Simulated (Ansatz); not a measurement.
## Ligand exchange: C2H4Br2 + ICl → CHBr2I + CH3Cl

Species: C2H4Br2 (1,1-dibromoethane) `CC(Br)Br`, singlet; ICl (iodine monochloride), singlet; CHBr2I (dibromoiodomethane) `BrC(Br)I`, singlet; CH3Cl (chloromethane) `CCl`, singlet. The partners trade CH3 for I: C–CH3 and Cl–I bonds give way to C–I and Cl–CH3.

Shapes, held fixed at every level: PBE0-D4/def2-TZVP. Programs: Ansatz 0.2.0. The zero-point and thermal change to 298 K, harmonic and unscaled (PBE0-D4/def2-TZVP), is -3.4 kJ/mol.

Q: Estimate ΔH(298 K) of this reaction.

A: The highest level, CCSD(T)/def2-TZVPP, gives ΔH(298 K) = +28.4 kJ/mol; the levels span +16.6 to +50.9. The column of differences is taken from that level and isn't an error. No measured value is set beside it here. For atoms past krypton def2 sets carry core potentials with scalar relativity. Relativity is left out for Br. Outer-core shells of Br, I are correlated in most correlated rows, in sets that cover them unevenly.

```csv
level,kind,ΔH(298 K) (kJ/mol),less CCSD(T)/def2-TZVPP
HF/def2-SVP,Hartree–Fock,+50.9,+22.5
HF/def2-TZVPP,Hartree–Fock,+44.9,+16.5
SPW92/def2-TZVPP,LDA,+36.7,+8.3
B2PLYP/def2-TZVPP,double hybrid,+32.8,+4.4
MP2/def2-TZVPP,perturbation theory,+16.6,-11.8
CCSD/def2-SVP,coupled cluster or CI,+40.2,+11.8
CCSD/def2-TZVPP,coupled cluster or CI,+31.7,+3.3
CCSD(T)/def2-TZVPP,coupled cluster or CI,+28.4,0.0
```
